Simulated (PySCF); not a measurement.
SMILES [Si](C)(C)(/C=[CH]/[Ge]([Cl])([Cl])[Cl])C (GFN2-xTB optimised geometry):

```
21

Si    -3.148    -2.411    -3.888
C     -2.273    -4.085    -4.130
C     -5.002    -2.660    -3.514
C     -2.905    -1.289    -5.410
C     -2.394    -1.496    -2.396
C     -1.511    -2.013    -1.560
Ge    -0.753    -1.021     0.000
Cl    -1.392     1.021     0.000
Cl    -1.358    -1.867     1.877
Cl     1.392    -1.021     0.000
H     -2.426    -4.741    -3.278
H     -2.650    -4.600    -5.008
H     -1.202    -3.957    -4.262
H     -5.149    -3.254    -2.617
H     -5.502    -3.171    -4.332
H     -5.506    -1.711    -3.364
H     -3.341    -1.734    -6.300
H     -1.852    -1.116    -5.613
H     -3.374    -0.320    -5.266
H     -2.724    -0.478    -2.227
H     -1.138    -3.020    -1.669
```

Calculation: B3LYP/def2-SVP (PySCF).

Problem. What are the frontier orbital energies and the dipole moment?

Solution. HOMO-2 -8.47 eV, HOMO-1 -8.04 eV, HOMO -7.96 eV, LUMO -1.25 eV, LUMO+1 -1.10 eV; dipole moment 3.82 D.

Meta-Löwdin charges at B3LYP/def2-SVP: Si1 0.91, C2 -0.54, C3 -0.54, C4 -0.54, C5 -0.29, C6 -0.26, Ge7 0.82, Cl8 -0.25, Cl9 -0.25, Cl10 -0.25, H11 0.11, H12 0.11, H13 0.11, H14 0.11, H15 0.11, H16 0.11, H17 0.11, H18 0.11, H19 0.11, H20 0.11, H21 0.11.
